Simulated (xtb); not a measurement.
hexachlorodisiloxane (Cl6OSi2), singlet, geometry from GFN2-xTB. Base run: GFN0-xTB run with xtb.

xtb was given this input:
```
$ xtb mol.xyz --gfn 0 --json

# file mol.xyz
9

Cl     2.25161787     0.11558785    -1.77772796
Si     1.56528168     0.36778438     0.07993072
Cl     2.56435863    -0.72295361     1.41720803
Cl     1.47891432     2.29790753     0.58709745
O      0.04941703    -0.20957542     0.10145374
Si    -1.55065934    -0.42979707    -0.04991088
Cl    -2.08761438     0.28356227    -1.83676581
Cl    -2.41439682     0.57475041     1.44354087
Cl    -1.82817662    -2.39916145     0.09418226
```

The base run was repeated with changes; each row names its change, and settings that it needs were set with it.

```json
[
 {"change": "base", "ΔE vs base (kcal/mol)": "0.000", "HOMO-LUMO gap (eV)": "6.00"},
 {"change": "etemp = 1000", "ΔE vs base (kcal/mol)": "0.000", "HOMO-LUMO gap (eV)": "6.00"},
 {"change": "acc = 0.1", "ΔE vs base (kcal/mol)": "0.000", "HOMO-LUMO gap (eV)": "6.00"},
 {"change": "etemp = 10000", "ΔE vs base (kcal/mol)": "-14.40", "HOMO-LUMO gap (eV)": "6.00"},
 {"change": "acc = 30", "ΔE vs base (kcal/mol)": "0.000", "HOMO-LUMO gap (eV)": "6.00"},
 {"change": "file = coord", "ΔE vs base (kcal/mol)": "0.000", "HOMO-LUMO gap (eV)": "6.00"}
]
```
